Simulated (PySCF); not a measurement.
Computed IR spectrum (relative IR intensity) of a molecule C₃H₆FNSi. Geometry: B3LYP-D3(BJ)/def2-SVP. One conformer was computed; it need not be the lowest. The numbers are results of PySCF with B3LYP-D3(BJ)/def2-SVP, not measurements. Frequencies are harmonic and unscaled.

Lines under 2 % of the strongest are left out, and lines within 2 cm⁻¹ are merged.

```tsv
ν (cm⁻¹)	relative intensity
281	7.0
442	17
532	6.0
663	32
674	14
795	3.8
856	18
901	5.0
918	100
930	2.5
953	34
972	71
992	6.9
1051	27
1081	39
1244	56
1362	75
1453	7.4
1615	12
2268	40
2276	62
3047	11
3110	6.3
3203	3.4
```

Problem. Which structure fits?
(A) CN1[SiH2]C=C1F
(B) N#CCC[SiH2]F
(C) F[SiH2]N1C=CC1
(D) F[C@H]1C[SiH2]C=N1

Solution. C, F[SiH2]N1C=CC1
